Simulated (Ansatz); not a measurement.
Two isomers of C2H5BO2: A = `CB(O)C=O`, B = `BC(=O)OC`.

Calculated with Ansatz (gas phase, PBE0-D4/def2-TZVP geometries, no zero-point term in ΔE). CCSD(T)/CBS adds triple-zeta CCSD(T) − MP2 to the extrapolated MP2 energy (def2 sets, frozen cores). DFT in def2-TZVPP. B3LYP here is the variant with VWN-RPA as its local correlation; programs differ in this. Each species was taken in one conformer, which may not be the lowest.

Question: Which isomer does CCSD(T)/CBS put lower? Give the gap. (Best estimate.)

Answer: Ansatz gave: A, by 208.9 kJ/mol.

Question: Give E(B) − E(A) in kJ/mol with PBE-D4, MP2/def2-TZVPP, CCSD(T)/def2-SVP, BLYP-D4, r2SCAN-D4, B3LYP-D4, LDA (SPW92). (Estimate.)

Answer: Computed: PBE-D4 191.9, MP2/def2-TZVPP 210.9, CCSD(T)/def2-SVP 210.4, BLYP-D4 188.7, r2SCAN-D4 193.4, B3LYP-D4 195.7, LDA (SPW92) 195.0. None reverses the order clearly.

Question: Does the order hold for the free energy at 298.15 K (harmonic terms from PBE0-D4)? (An estimate is asked.)

Answer: The calculation gave: Yes: G(B) − G(A) = +203.4 kJ/mol, for one conformer each.

Largest T1 diagnostic: 0.018.

Leaving LDA and LC-ωPBE aside and taking each functional with its dispersion term where it has one, the values, not all of them listed here, spread over 17.9 kJ/mol, from revPBE-D4 to ωB97M-V. LDA lies +3.2 kJ/mol from PBE without D4. From PBE to PBE0 (25 % exact exchange), in def2-TZVPP and without D4, E(B) − E(A) moves by +7.6 kJ/mol.
